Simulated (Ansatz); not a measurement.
The inner images of a band of C$_{2}$H$_{2}$ClSi (6 atoms, charge 0, multiplicity 2) are given out of order.

Level of theory: UKS PBE0-D4/def2-SVP (Ansatz).

Initial state:

```xyz
6
Properties=species:S:1:pos:R:3
Si -0.535 1.272 -1.426
C -0.067 0.296 -0.051
C 0.564 -0.541 0.749
Cl 1.663 -1.772 0.216
H -2.049 1.285 -1.327
H 0.425 -0.541 1.838
```

Final state:

```xyz
6
Properties=species:S:1:pos:R:3
Si 0.290 0.521 -1.945
C -0.526 0.464 -0.274
C 0.139 -0.317 0.597
Cl 1.592 -1.070 -0.069
H -1.441 0.973 0.051
H -0.054 -0.572 1.641
```

Q: Put them in order from the first end to the last, with their energies above the first end.
A.
```xyz
6
Properties=species:S:1:pos:R:3
Si -0.534 1.401 -1.733
C -0.153 0.367 -0.400
C 0.386 -0.431 0.586
Cl 1.587 -1.632 0.274
H -1.372 0.706 -0.364
H 0.084 -0.411 1.636
```
B.
```xyz
6
Properties=species:S:1:pos:R:3
Si -0.558 1.412 -1.522
C 0.128 0.379 -0.268
C 0.519 -0.492 0.639
Cl 1.640 -1.772 0.329
H -1.853 0.953 -0.841
H 0.124 -0.481 1.662
```
C.
```xyz
6
Properties=species:S:1:pos:R:3
Si 0.046 0.734 -2.052
C -0.450 0.430 -0.309
C 0.201 -0.356 0.577
Cl 1.637 -1.211 0.097
H -1.354 0.930 0.068
H -0.080 -0.526 1.619
```
D.
```xyz
6
Properties=species:S:1:pos:R:3
Si -0.560 1.428 -1.601
C 0.042 0.381 -0.348
C 0.451 -0.457 0.611
Cl 1.620 -1.695 0.312
H -1.619 0.792 -0.609
H 0.067 -0.450 1.636
```
E.
```xyz
6
Properties=species:S:1:pos:R:3
Si -0.538 1.358 -1.477
C 0.054 0.332 -0.174
C 0.551 -0.529 0.688
Cl 1.663 -1.799 0.303
H -1.994 1.143 -1.085
H 0.265 -0.505 1.746
```
F.
```xyz
6
Properties=species:S:1:pos:R:3
Si -0.212 0.979 -2.062
C -0.356 0.382 -0.357
C 0.259 -0.397 0.566
Cl 1.646 -1.365 0.221
H -1.271 0.879 0.026
H -0.066 -0.477 1.606
```
G.
```xyz
6
Properties=species:S:1:pos:R:3
Si -0.416 1.226 -1.932
C -0.259 0.340 -0.404
C 0.318 -0.421 0.567
Cl 1.614 -1.515 0.271
H -1.260 0.785 -0.115
H 0.004 -0.415 1.614
```

A: E (+0.04 eV), B (+0.19 eV), D (+0.39 eV), A (-0.19 eV), G (-0.68 eV), F (-0.89 eV), C (-0.99 eV).

The run took 4.7 min on 2 threads of Arm Neoverse V2 (shared host), peak memory 0.21 GiB.
